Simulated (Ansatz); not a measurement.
Cost and result for the atomization energy of C3H7BO, SMILES `C=COBC` (12 atoms, 11 bonds).

```xyz
12

C    -0.323   -1.145   -1.460
C    -0.433   -1.436   -0.175
O    -0.946   -0.605    0.773
B    -0.491    0.636    1.099
C     0.792    1.302    0.513
H     0.055   -1.889   -2.147
H    -0.614   -0.179   -1.855
H    -0.171   -2.410    0.227
H    -1.174    1.193    1.913
H     1.373    1.763    1.318
H     0.496    2.132   -0.141
H     1.436    0.637   -0.065
```

Total charge 0; spin multiplicity 1. The structure was optimised at the PBE0-D4/def2-TZVP level. It is one conformer, not always the lowest. Program: Ansatz. All runs use 4 threads of an Arm Neoverse V1 on a shared host. Times are those of one run each, without the atoms' runs, and a repeat can differ threefold. Electronic energies, without spin–orbit coupling; frozen cores. CCSD(T)/CBS adds CCSD(T) − MP2 in def2-TZVPP to the MP2 limit, and its time is that of the two runs behind it. T1 = 0.013. B3LYP takes the VWN-RPA correlation (the form of Gaussian; ORCA's B3LYP/G).

CCSD(T)/CBS is a level of theory with its own doubt, some kJ/mol a heavy atom from the limit and from the frozen cores, so smaller differences don't rank the functionals.

```csv
level,functions,wall time,atomization (kcal/mol),difference from CCSD(T)/CBS,per bond
PBE0-D4/def2-TZVPP,253,2.3 s,1182.3,10.1,0.9
PBE-D4/def2-TZVPP (with forces),253,2.3 s,1202.6,30.4,2.8
B3LYP-D4/def2-TZVPP (with forces),253,3.7 s,1178.8,6.6,0.6
r2SCAN-D4/def2-TZVPP (with forces),253,4.3 s,1181.3,9.1,0.8
B2PLYP/def2-TZVPP,253,4.7 s,1167.0,-5.2,-0.5
ωB97X-V/def2-TZVPP,253,7 s,1175.1,2.9,0.3
ωB97M-V/def2-TZVPP (with forces),253,9.5 s,1179.5,7.3,0.7
MP2/def2-QZVPP,495,22 s,1181.2,9.0,0.8
CCSD(T)/def2-TZVPP,253,2.3 min,1146.4,-25.8,-2.3
CCSD(T)/CBS(def2),–,2.7 min,1172.2,0.0,0.0
```

The D4 term adds +7.7 kcal/mol with B3LYP and +4.0 kcal/mol with PBE0; it sums over pairs of atoms, weighted by their polarisabilities, and B3LYP, whose exchange is more repulsive, gets the larger term. In def2-TZVPP, CCSD(T) changes the Hartree–Fock value by +263.0 kcal/mol (the triples alone add +16.2 kcal/mol) and MP2 by +282.6 kcal/mol; breaking electron pairs costs correlation energy, which Hartree–Fock lacks. From PBE to PBE0 (25 % exact exchange), in def2-TZVPP and without D4, the atomization energy moves by −19.5 kcal/mol: exact exchange takes away binding that semilocal exchange gives to molecules.
